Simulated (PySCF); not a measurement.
## Correlation energy of Co- (cobalt, charge -1)

[Ar] 3d8 4s2, high-spin 3F determinant. Calculation: PySCF 2.14, in aug-cc-pwCVTZ; the non-relativistic Hamiltonian (point nucleus). Frozen: [Ar]; 10 electrons correlated.

MP2 pair energies summed by pair of shells (mhartree):

| pair | energy | share (%) |
| --- | --- | --- |
| 3d-3d | -314.43 | 86.9 |
| 3d-4s | -31.88 | 8.8 |
| 4s-4s | -15.71 | 4.3 |

Total MP2 correlation energy: -362.03 mhartree.

Same-spin part -130.21 and opposite-spin part -231.82 mhartree; SCS-MP2 scales them by 1/3 and 6/5 to -321.58 mhartree.
